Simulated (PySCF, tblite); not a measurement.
Isomers of [C4H5F3S]+ (charge +1 and doublet state), one GFN2-xTB conformer each. Single-point energies are computed at B3LYP/pcH-1 (PySCF, gas phase, no added dispersion term), electronic only. GFN2-xTB treats the open shell by occupation alone, and not every SCF solution was tested for stability.

```tsv
SMILES	GFN2-xTB relative energy (kcal/mol)
C[S+]/C=C/C(F)(F)F	0.0
C=C([S+]C)C(F)(F)F	1.5
```

Conformers: `[CH3:1][S+:2]/[CH:3]=[CH:4]/[C:5]([F:6])([F:7])[F:8]` (charge +1 and doublet state) with C1–S2–C3–C4 180°; `[CH2:1]=[C:2]([S+:3][CH3:4])[C:5]([F:6])([F:7])[F:8]` (charge +1 and doublet state) with C1–C2–S3–C4 179°.

Task: What does B3LYP/pcH-1 give for the same structures?

Result: 
| SMILES | B3LYP/pcH-1 E (Eh) | B3LYP/pcH-1 (kcal/mol) | GFN2-xTB (kcal/mol) | point group |
| --- | --- | --- | --- | --- |
| C[S+]/C=C/C(F)(F)F | -852.85381 | 0.0 | 0.0 | – |
| C=C([S+]C)C(F)(F)F | -852.84973 | 2.6 | 1.5 | Cs |

Both levels put the same isomer lowest. Neighbours under 5.0 kcal/mol apart (C[S+]/C=C/C(F)(F)F and C=C([S+]C)C(F)(F)F) can change places with a better method, another conformer or zero-point energy.

Task: What happens when harmonic zero-point energies from GFN2-xTB frequencies are added?

Result: 
| SMILES | ZPE (kcal/mol) | electronic (kcal/mol) | with ZPE (kcal/mol) |
| --- | --- | --- | --- |
| C[S+]/C=C/C(F)(F)F | 50.9 | 0.0 | 0.0 |
| C=C([S+]C)C(F)(F)F | 50.9 | 2.6 | 2.6 |

The zero-point energies span 0.0 kcal/mol. The order is unchanged.
